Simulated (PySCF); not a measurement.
Computed properties of CdBr₂, SMILES [Br][Cd][Br]

CdBr2, SMILES [Br][Cd][Br]. The structure is a stationary point at B3LYP-D3(BJ)/def2-SVP. The structure was generated by enumeration; whether it is a known compound was not checked. The def2 effective core potentials stand for the cores of Cd; spin–orbit coupling is left out. One conformer was computed; it need not be the lowest. All values are computed for the isolated molecule unless a solvent is named; none is compared with measurement here.

**Structure.** The optimised structure has D∞h symmetry. All 4 harmonic modes at B3LYP-D3(BJ)/def2-SVP (PySCF) are real, so it is a minimum. With heavy atoms numbered as in [Cd:1]([Br:2])[Br:3], the shortest bond between them is Cd1–Br2 at 2.426 Å and the longest Cd1–Br3 at 2.426 Å.

**Vibrations.** The strongest infrared lines (harmonic, unscaled, degenerate partners summed) lie at 315 cm⁻¹ (38 km/mol, Cd 59 %, Br 41 %), 63 cm⁻¹ (10 km/mol, Cd 59 %, Br 41 %). The softest mode is at 63 cm⁻¹ and the zero-point energy is 0.9 kcal/mol.

**Electronic structure.** r2SCAN/def2-TZVPD (PySCF) places the frontier levels at -7.48 and -3.12 eV, a gap of 4.36 eV, and gives a dipole moment of 0.00 D and a mean polarisability of 78.2 bohr³. PBE/def2-TZVPD (PySCF) at the same geometry gives -7.18 and -3.32 eV, so its gap is 0.50 eV narrower. An orbital gap is neither the optical nor the fundamental gap.

**Excitations.** TDDFT-PBE0/def2-SVPD (PySCF) has S1 at 4.57 eV (271 nm, f = 0.000, dark); the most intense of the 10 singlets computed lies at 6.16 eV (f = 0.11). Strengths of degenerate partners are summed. T1 (TDA) is at 4.26 eV. TDDFT-PBE/def2-SVPD (PySCF) puts S1 at 3.98 eV. No vertical singlet excitation falls in the visible range (under 3.1 eV).
